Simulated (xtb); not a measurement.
BaCl₂ (SMILES [Cl][Ba][Cl]), singlet, geometry from GFN2-xTB (such geometries of metal compounds can be far from the true shape); GFN1-xTB in xtb.

Input for xtb:
```
$ xtb mol.xyz --gfn 1 --chrg 0 --uhf 0 --json

# file mol.xyz
3

Ba     0.29970232     0.35674088     0.39460706
Cl     0.97266002    -0.25073526    -2.06809506
Cl    -1.95991471    -0.92441117     0.76821298
```

It wrote (shortened):

```
   ID    Z sym.   atoms
    1   56 Ba     1
    2   17 Cl     2, 3

           -------------------------------------------------
          |                Calculation Setup                |
           -------------------------------------------------

           -------------------------------------------------
          |                 G F N 1 - x T B                 |
           -------------------------------------------------

          ...................................................
          :                      SETUP                      :
          :.................................................:
          :  # basis functions                  30          :
          :  # atomic orbitals                  27          :
          :  # shells                            9          :
          :  # electrons                        16          :
          :  # halogen bonds                     0          :
          :  max. iterations                   250          :
          :  Hamiltonian                  GFN1-xTB          :
          :  restarted?                      false          :
          :  GBSA solvation                  false          :
          :  PC potential                    false          :
          :  electronic temp.          300.0000000     K    :
          :  accuracy                    1.0000000          :
          :  -> integral cutoff          0.2500000E+02      :
          :  -> integral neglect         0.1000000E-07      :
          :  -> SCF convergence          0.1000000E-05 Eh   :
          :  -> wf. convergence          0.2000000E-04 e    :
          :  Broyden damping             0.4000000          :
          :  net charge                          0          :
          :  unpaired electrons                  0          :
          ...................................................

 iter      E             dE          RMSdq      gap      omega  full diag
   1     -9.1544157 -0.915442E+01  0.627E+00    3.18       0.0  T
   2     -9.1765239 -0.221082E-01  0.416E+00    4.57       1.0  T
   3     -9.1833854 -0.686153E-02  0.213E+00    3.77       1.0  T
   4     -9.1846582 -0.127281E-02  0.242E-01    3.88       1.0  T
   5     -9.1848175 -0.159232E-03  0.733E-02    3.99       1.0  T
   6     -9.1848418 -0.242815E-04  0.117E-02    3.96       4.9  T
   7     -9.1848421 -0.355829E-06  0.535E-04    3.96     107.9  T
   8     -9.1848421 -0.305977E-10  0.342E-04    3.96     168.9  T
   9     -9.1848421 -0.396478E-09  0.178E-07    3.96  100000.0  T
  10     -9.1848421 -0.106581E-13  0.906E-09    3.96  100000.0  T

   *** convergence criteria satisfied after 10 iterations ***

         :::::::::::::::::::::::::::::::::::::::::::::::::::::
         ::                     SUMMARY                     ::
         :::::::::::::::::::::::::::::::::::::::::::::::::::::
         :: total energy              -9.173715811193 Eh    ::
         :: gradient norm              0.004681971550 Eh/a0 ::
         :: HOMO-LUMO gap              3.959326700249 eV    ::
         ::.................................................::
         :: SCC energy                -9.184842109378 Eh    ::
         :: -> electrostatic           0.053187504618 Eh    ::
         :: repulsion energy           0.011962242195 Eh    ::
         :: dispersion energy         -0.000835944011 Eh    ::
         :: halogen bond corr.         0.000000000000 Eh    ::
         :: add. restraining           0.000000000000 Eh    ::
         :: total charge              -0.000000000000 e     ::
         :::::::::::::::::::::::::::::::::::::::::::::::::::::

           -------------------------------------------------
          |                Property Printout                |
           -------------------------------------------------

    * Orbital Energies and Occupations

         #    Occupation            Energy/Eh            Energy/eV
      -------------------------------------------------------------
         1        2.0000           -0.8660298             -23.5659
         2        2.0000           -0.8636757             -23.5018
         3        2.0000           -0.4701934             -12.7946
         4        2.0000           -0.4679292             -12.7330
         5        2.0000           -0.4622749             -12.5791
         6        2.0000           -0.4598741             -12.5138
         7        2.0000           -0.4538950             -12.3511
         8        2.0000           -0.4513490             -12.2818 (HOMO)
         9                         -0.3058464              -8.3225 (LUMO)
        10                         -0.2635641              -7.1719
        11                         -0.2572724              -7.0007
        12                         -0.2536522              -6.9022
        13                         -0.1798904              -4.8951
        14                         -0.1580819              -4.3016
        15                         -0.1488398              -4.0501
        16                         -0.0707463              -1.9251
        17                         -0.0080436              -0.2189
        18                         -0.0001693              -0.0046
        19                          0.0000037               0.0001
       ...                                ...                  ...
        27                          0.0293614               0.7990
      -------------------------------------------------------------
                  HL-Gap            0.1455026 Eh            3.9593 eV
             Fermi-level           -0.3785977 Eh          -10.3022 eV

  Mulliken/CM5 charges         n(s)   n(p)   n(d)
     1Ba    0.89410  1.15506   0.337  0.105  0.664
     2Cl   -0.44705 -0.57753   1.927  5.521 -0.001
     3Cl   -0.44705 -0.57753   1.927  5.521 -0.001

Wiberg/Mayer (AO) data.
largest (>0.10) Wiberg bond orders for each atom

 ---------------------------------------------------------------------------
     #   Z sym  total        # sym  WBO       # sym  WBO       # sym  WBO
 ---------------------------------------------------------------------------
     1  56 Ba   1.965 --     2 Cl   0.982     3 Cl   0.982
     2  17 Cl   1.017 --     1 Ba   0.982
     3  17 Cl   1.017 --     1 Ba   0.982
 ---------------------------------------------------------------------------

Topologies differ in total number of bonds
Writing topology from bond orders to xtbtopo.mol

 dipole moment from electron density (au)
     X       Y       Z
   2.1101   2.5117   2.7783  total (Debye):   10.927

           -------------------------------------------------
          | TOTAL ENERGY               -9.173715811193 Eh   |
          | GRADIENT NORM               0.004681971550 Eh/α |
          | HOMO-LUMO GAP               3.959326700249 eV   |
           -------------------------------------------------

normal termination of xtb
```
